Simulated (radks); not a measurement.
Values are calculated unless marked as measured or tabulated.
Coulomb parameter of the 4d shell of the molybdenum ion Mo2+ in the model configuration [Kr] 4d3 5p1, as a second difference U = [E(n + 0.5) + E(n - 0.5) - 2 E(n)] / (0.5)^2 with all orbitals relaxed. "Bare": the charge of the atom changes with n. "Screened": the 5p shell takes up the change at fixed total charge, which measures U(4d,4d) + U(5p,5p) - 2 U(4d,5p). Code: a radial shooting solver on a logarithmic mesh with Libxc functionals. Model: scalar-relativistic Kohn-Sham, SCAN, spin-unpolarised, spherical densities, finite nucleus; meta-GGA in the generalised Kohn-Sham scheme; Fermi nuclear charge, rms radius 4.4091 fm.

case,configuration,E - E(n) (eV)
start,[Kr] 4d3 5p1,0.000
bare +0.5,[Kr] 4d3.5 5p1,-10.896
bare -0.5,[Kr] 4d2.5 5p1,13.848
screened +0.5,[Kr] 4d3.5 5p0.5,-4.982
screened -0.5,[Kr] 4d2.5 5p1.5,5.535

U(bare) = 11.807 eV, U(screened by 5p) = 2.211 eV, against the Slater integral F0(4d,4d) = 15.012 eV with frozen orbitals.
